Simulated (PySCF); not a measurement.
C₂H₅BrTe. Atoms are numbered in the order given.

```xyz
9

Te    -0.4093    -0.1824     0.8719
Br     1.2444     0.9976    -0.6719
C     -0.9405    -1.7285    -0.5833
C     -1.6125    -1.1986    -1.8376
H     -1.5948    -2.3990    -0.0010
H     -0.0074    -2.2674    -0.7973
H     -0.9597    -0.4853    -2.3631
H     -2.5587    -0.6868    -1.6058
H     -1.8303    -2.0297    -2.5305
```

Geometry: B3LYP-D3(BJ)/def2-SVP. The def2 effective core potentials stand for the cores of Te; spin–orbit coupling is left out. The values are those of a single conformer.

Calculation: PBE/def2-TZVP in PySCF.

Computed frontier levels, gap, dipole moment and polarisability:
```json
{
 "highest_occupied_level": "-5.12 eV",
 "lowest_empty_level": "-3.36 eV",
 "orbital_gap": "1.76 eV",
 "dipole_moment": "2.46 D",
 "quadrupole, principal values (traceless, Buckingham form, about the centre of nuclear charge)": "-5.39, 1.48, 3.91 D·Å",
 "mean_static_polarisability": "85.2 bohr³ (12.62 Å³)",
 "polarisability_principal_values": "63.2, 89.1, 103.2 bohr³"
}
```
